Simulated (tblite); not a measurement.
Compound: C₆H₁₀FPSi₂.
Cartesian coordinates in Å at the GFN2-xTB level; atoms count from 1:
```
atom  x, y, z in Å
C1    -0.460    2.500    0.551
C2    -1.133    1.486    0.032
P3    -0.438    0.155   -0.987
C4    -0.925   -1.271    0.034
Si5   -2.691   -1.888    0.219
C6     0.192   -1.865    0.512
C7     1.394   -1.140    0.227
F8     2.576   -1.616    0.675
C9     1.285    0.024   -0.450
Si10   2.725    1.102   -0.997
H11   -0.958    3.276    1.110
H12    0.607    2.593    0.441
H13   -2.210    1.411    0.134
H14   -3.538   -1.132   -0.706
H15   -3.122   -1.654    1.601
H16   -2.739   -3.317   -0.093
H17    0.213   -2.779    1.084
H18    2.198    2.075   -1.956
H19    3.265    1.782    0.185
H20    3.754    0.268   -1.617
```

Calculated harmonic vibrations of the isolated species, GFN2-xTB (tblite), most abundant isotopes, no scaling. Errors from tens to a few hundred cm⁻¹ against measured bands are possible. Modes of hydrogen on silicon can be 10 to 20 % off. One conformer, not necessarily the lowest. The optimisation stopped once no atom felt more than 0.01 eV/Å.

Lowest wavenumbers of the output (negative numbers stand for imaginary wavenumbers):
```
mode    cm-1
  1     -28.5
  2      47.8
  3      73.3
  4      90.7
  5     109.9
  6     111.7
  7     122.4
  8     157.9
  9     196.9
 10     275.3
 11     300.6
 12     334.1
 13     385.8
 14     415.7
 15     471.0
```

Task: Is this structure a minimum?

Result: Not by this Hessian. 1 mode is imaginary beyond 20i (28i cm⁻¹), so at this level the point lies at or near a first-order saddle. The curvature is small, so loose convergence or finite differences may be the whole cause.

Task: Which atoms move in the imaginary mode?

Result: 28i: H15 (Si–H hydrogen) 34 %, H16 (Si–H hydrogen) 33 %, H14 (Si–H hydrogen) 27 %. These are shares of the mass-weighted motion.

Task: What is the remedy?

Result: Step along that mode in both directions, optimise again with tighter thresholds and repeat the frequencies. The zero-point energy of this point (79.0 kcal/mol) counts the 53 real modes alone, and thermal corrections from it aren't those of a minimum.
